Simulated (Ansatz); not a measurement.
GeSe2⁻. Total charge -1; doublet. Geometry r2SCAN-D4/def2-TZVPD; atoms count from 1.

```xyz
3

Ge   -0.529   -0.073   -0.315
Se    0.714    1.676   -0.980
Se   -0.185   -1.602    1.295
```

The structure comes from a short search, and lower isomers may exist.

**Question.** Estimate the Mulliken populations from the PBE0/def2-TZVPD orbitals of Ansatz.

**Answer.** 
```tsv
atom	charge (e)	spin (α − β)
Ge1	0.27	0.41
Se2	-0.64	0.29
Se3	-0.64	0.29
```
Mulliken values and Mayer orders depend strongly on the basis. With diffuse functions, as here, like atoms can get unlike values, and bond orders can come out too low or too high.

**Question.** Where does the spin sit?

**Answer.** Summed by element: Ge 0.41, Se 0.59, of 1 unpaired in all. Largest on single atoms: Ge1 0.41, Se2 0.29, Se3 0.29.

**Question.** And the Mayer bond orders between bonded heavy atoms (over 0.3)?

**Answer.** Ge1–Se2 1.60 (2.25 Å); Ge1–Se3 1.60 (2.25 Å).
